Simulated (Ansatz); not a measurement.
Gas-phase reaction in SMILES: [SiH3]CC#CC[SiH3] + 7 [H][H] (H2) → 4 C (CH4) + 2 [SiH4] (SiH4)
Each molecule is optimised on its own at B3LYP-D3(BJ)/def2-TZVP (Ansatz, a first-principles code).

Quantity: energy of full hydrogenation (electronic energy difference), in kcal/mol. Correlated levels leave the core frozen unless marked. No spin-orbit coupling. Non-relativistic. CBS(X,Y): correlation extrapolated as X^-3; Hartree-Fock from the larger set.

```
level                                        program  energy of full hydrogenation (kcal/mol)
------------------------------------  --------------  ---------------------------------------
BLYP/def2-TZVPD                               Ansatz                                   -140.3
revPBE-D3(BJ)/def2-TZVPD              Ansatz + dftd3                                        …
B3LYP-D3(BJ)/def2-TZVPD               Ansatz + dftd3                                        …
PBE0/6-31G*                                   Ansatz                                        …
PBE0/def2-TZVPD                               Ansatz                                        …
BHLYP/def2-TZVPD                              Ansatz                                   -158.7
r2SCANh-D4/def2-TZVPD                 Ansatz + dftd4                                   -145.8
HSE06-D3(BJ)/def2-TZVPD               Ansatz + dftd3                                   -149.0
B2GP-PLYP/def2-TZVPD                          Ansatz                                   -143.2
B2PLYP-D3(BJ)/def2-TZVPD              Ansatz + dftd3                                   -139.3
CCSD(T)/CBS(cc-pV(T+d)Z,cc-pV(Q+d)Z)          Ansatz                                   -141.9
```

Question: Some entries are withheld; supply them.

Answer: 
- revPBE-D3(BJ)/def2-TZVPD, energy of full hydrogenation (kcal/mol): -132.8
- B3LYP-D3(BJ)/def2-TZVPD, energy of full hydrogenation (kcal/mol): -141.8
- PBE0/6-31G*, energy of full hydrogenation (kcal/mol): -162.5
- PBE0/def2-TZVPD, energy of full hydrogenation (kcal/mol): -152.6
